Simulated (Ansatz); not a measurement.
A nudged elastic band was laid between two geometries of FH + GaH3 (6 atoms, charge 0, multiplicity 1).

The calculation used Ansatz, RKS B3LYP-D4/def2-SVP.

```json
{
 "movable images": "9",
 "climbing image": "yes",
 "spring": "5.0 eV/Å²",
 "optimiser": "quadratic models (default)",
 "start path": "through a guess of the saddle point",
 "force threshold": "0.05 eV/Å",
 "iteration limit": "60",
 "end points": "relaxed"
}
```

First end point:

```xyz
6
Properties=species:S:1:pos:R:3
Ga 0.003 0.142 0.040
H 0.003 0.550 1.577
H 1.371 0.133 -0.733
H -1.373 0.064 -0.715
F 0.062 -2.006 0.837
H 0.062 -1.795 1.746
```

Last end point:

```xyz
6
Properties=species:S:1:pos:R:3
Ga 0.016 -0.479 -0.400
H 0.015 0.136 2.174
H 1.426 0.158 -0.613
H -1.426 0.088 -0.590
F 0.062 -2.190 0.050
H 0.035 -0.625 2.131
```

(1) What changes between the two ends?

(2) Give the energies along the band, and the barrier.

(3) What is the geometry of the highest image?

(4) What are the harmonic wavenumbers there?

## Answers

(1) Bonds broken: Ga1–H2, F5–H6. Bonds formed: Ga1–F5, H2–H6. FH + GaH3 becomes FGaH2 + H2.

(2) It converged. The highest image is number 4 of 0 to 10, 32.2 kJ/mol above the first end and 92.0 kJ/mol above the last; the last end lies 59.8 kJ/mol below the first. A vibrational analysis at the climbing image gives one clearly imaginary mode, 1007i cm⁻¹: a first-order saddle point. The orbitals stay closed-shell, which can raise the energy where a bond breaks towards radicals; this wasn't checked here.

```json
{"image": "0", "path coordinate (Å)": "0.00", "energy (kJ/mol)": "0.0", "Ga1–H2 (Å)": "1.59", "F5–H6 (Å)": "0.93", "Ga1–F5 (Å)": "2.29"}
{"image": "1", "path coordinate (Å)": "0.27", "energy (kJ/mol)": "0.6", "Ga1–H2 (Å)": "1.60", "F5–H6 (Å)": "0.94", "Ga1–F5 (Å)": "2.30"}
{"image": "2", "path coordinate (Å)": "0.54", "energy (kJ/mol)": "3.5", "Ga1–H2 (Å)": "1.62", "F5–H6 (Å)": "0.95", "Ga1–F5 (Å)": "2.28"}
{"image": "3", "path coordinate (Å)": "0.81", "energy (kJ/mol)": "15.3", "Ga1–H2 (Å)": "1.68", "F5–H6 (Å)": "1.00", "Ga1–F5 (Å)": "2.16"}
{"image": "4", "path coordinate (Å)": "1.08", "energy (kJ/mol)": "32.2", "Ga1–H2 (Å)": "1.79", "F5–H6 (Å)": "1.18", "Ga1–F5 (Å)": "2.02"}
{"image": "5", "path coordinate (Å)": "1.30", "energy (kJ/mol)": "13.4", "Ga1–H2 (Å)": "1.89", "F5–H6 (Å)": "1.40", "Ga1–F5 (Å)": "1.92"}
{"image": "6", "path coordinate (Å)": "1.52", "energy (kJ/mol)": "-20.1", "Ga1–H2 (Å)": "2.03", "F5–H6 (Å)": "1.63", "Ga1–F5 (Å)": "1.84"}
{"image": "7", "path coordinate (Å)": "1.74", "energy (kJ/mol)": "-43.1", "Ga1–H2 (Å)": "2.19", "F5–H6 (Å)": "1.87", "Ga1–F5 (Å)": "1.80"}
{"image": "8", "path coordinate (Å)": "1.96", "energy (kJ/mol)": "-54.5", "Ga1–H2 (Å)": "2.35", "F5–H6 (Å)": "2.11", "Ga1–F5 (Å)": "1.78"}
{"image": "9", "path coordinate (Å)": "2.18", "energy (kJ/mol)": "-58.9", "Ga1–H2 (Å)": "2.50", "F5–H6 (Å)": "2.36", "Ga1–F5 (Å)": "1.77"}
{"image": "10", "path coordinate (Å)": "2.40", "energy (kJ/mol)": "-59.8", "Ga1–H2 (Å)": "2.65", "F5–H6 (Å)": "2.60", "Ga1–F5 (Å)": "1.77"}
```

(3) 
```xyz
6
Properties=species:S:1:pos:R:3
Ga 0.010 -0.149 -0.074
H 0.016 -0.014 1.707
H 1.429 0.162 -0.636
H -1.428 0.094 -0.617
F 0.060 -1.959 0.815
H 0.042 -1.045 1.558
```

(4) 1007i, 450, 482, 596, 719, 785, 1064, 1204, 1746, 1813, 2008, 2027 cm⁻¹.

Run time: 2.6 min on 1 thread of Arm Neoverse V1, on a shared host, peak memory 0.12 GiB.
